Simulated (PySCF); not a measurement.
CH₆ClGeN.

```xyz
10

C     -1.4813    -1.2882    -0.1104
Ge     0.0250    -0.1186    -0.4300
N      1.5694    -1.0683    -0.2846
Cl    -0.1009     1.4747     1.0712
H     -1.4948    -2.0957    -0.8566
H     -1.4041    -1.7281     0.8942
H     -2.4199    -0.7204    -0.1703
H      0.0364     0.5921    -1.7899
H      1.6787    -1.5765     0.5893
H      2.4198    -0.5401    -0.4615
```
Charge 0, spin multiplicity 1.

The structure is a stationary point at PBE0-D3(BJ)/def2-SVP. The structure was generated by enumeration; whether it is a known compound was not checked. One conformer was computed; it need not be the lowest.

The numbers are results of KT2/pcSseg-1 (PySCF), not measurements. Non-relativistic, no solvent.

Task: Give the absolute GIAO shielding of each atom: isotropic value and principal components (ppm). (The exact figures need the calculation; the answer reports its results.)

Result: 
| atom | σ(iso) | σ11 | σ22 | σ33 | span |
|---|---|---|---|---|---|
| C1 | 178.8 | 166.0 | 177.0 | 193.4 | 27.4 |
| Ge2 | 1258.4 | 1132.2 | 1313.8 | 1329.2 | 197.0 |
| N3 | 220.6 | 201.2 | 217.5 | 243.2 | 42.0 |
| Cl4 | 866.3 | 731.8 | 866.0 | 1001.1 | 269.3 |
| H5 | 30.6 | 25.5 | 27.3 | 39.0 | 13.6 |
| H6 | 30.5 | 26.2 | 28.3 | 36.9 | 10.7 |
| H7 | 30.5 | 25.7 | 28.0 | 37.8 | 12.1 |
| H8 | 25.5 | 18.8 | 20.8 | 36.9 | 18.1 |
| H9 | 30.4 | 23.9 | 27.1 | 40.3 | 16.4 |
| H10 | 30.2 | 23.3 | 26.0 | 41.5 | 18.2 |
